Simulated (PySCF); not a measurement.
C2H6ClNSi2, SMILES N[SiH2]C#C[SiH2]Cl.

Geometry: B3LYP-D3(BJ)/def2-SVP. This is a generated structure with no PubChem entry under its InChIKey; it may be hypothetical. The values are those of a single conformer.

The numbers are results of SMD-M06-2X/def2-SVP in PySCF, not measurements.

Solvation free energies are E(SMD) − E(gas) at the gas-phase geometry, for 1 M in both phases. In vacuum the dipole moment is 0.93 D.

```tsv
solvent	ΔG(solv) (kcal/mol)	its non-electrostatic (CDS) part	dipole (D)
water	0.7	6.0	0.96
N,N-dimethylformamide	-2.9	2.3	0.96
tetrahydrofuran	-2.9	1.4	0.97
```
